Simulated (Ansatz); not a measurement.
Geometry optimisation, RKS r2SCAN/STO-3G (Ansatz 0.2.0).

Input file:

```yaml
crystal:
  periodic: [false, false, false]
  atoms:
    - { symbol: "N", position_ang: [-0.203, -1.5069, 0.4022] }
    - { symbol: C, position_ang: [-0.548, -0.0369, 0.1908] }
    - { symbol: F, position_ang: [-1.8302, 0.2939, 0.5484] }
    - { symbol: C, position_ang: [-0.1427, 0.5211, -1.1809] }
    - { symbol: "N", position_ang: [0.7646, 1.242, -0.8291] }
    - { symbol: C, position_ang: [0.6326, 0.8778, 0.6146] }
    - { symbol: F, position_ang: [1.7852, 0.257, 1.0629] }
    - { symbol: H, position_ang: [-0.7547, -2.055, -0.2214] }
    - { symbol: H, position_ang: [0.7381, -1.6648, 0.2798] }
    - { symbol: H, position_ang: [-0.7088, 0.2999, -2.1084] }
    - { symbol: H, position_ang: [0.3323, 1.7148, 1.2617] }
basis:
  gaussian: { orbitals: STO-3G }
hamiltonian:
  xc: r2scan
relax:
  f_tol: 0.015
  max_steps: 40
```

Command:

```bash
$ ansatz run input.yaml --threads 1 --pin off --max-ram 2048MiB --backend cpu --events-out ev --progress --plain --runs-dir out
```

Problem. Where does it end, and by what steps?

Solution. The run converged. Limits of this set-up: minimal basis. After 11 steps the energy has fallen by 1.605 eV; H8 moved furthest, 0.58 Å. The start is strongly strained (largest force component 9 eV/Å).

```
step  energy less start (eV)  largest force component (eV/Å)  accepted
   0                  0.0000                           9.297       yes
   1                 -1.3895                           1.464       yes
   2                 -1.5312                           0.564       yes
   3                 -1.5533                           0.645       yes
   4                 -1.5666                           0.312       yes
   5                 -1.5761                           0.124       yes
   6                 -1.5834                           0.488       yes
   7                 -1.5948                           0.279       yes
   8                 -1.6041                           0.129       yes
   9                 -1.6051                           0.043       yes
  10                 -1.6054                           0.031       yes
  11                 -1.6055                           0.007       yes
```

```xyz
11
Properties=species:S:1:pos:R:3
N -0.341 -1.522 0.426
C -0.665 -0.056 0.182
F -1.884 0.272 0.751
C -0.319 0.510 -1.223
N 0.831 1.146 -0.968
C 0.662 0.814 0.584
F 1.680 0.020 1.098
H -0.279 -1.967 -0.534
H 0.685 -1.442 0.727
H -0.807 0.426 -2.210
H 0.503 1.743 1.188
```

Whether the end is a true minimum wasn't checked by a vibrational analysis.

Time of the run: 120 s on 1 thread of Intel(R) Xeon(R) Processor @ 2.50GHz (Skylake/Cascade Lake), on a shared host, peak memory 0.16 GiB.
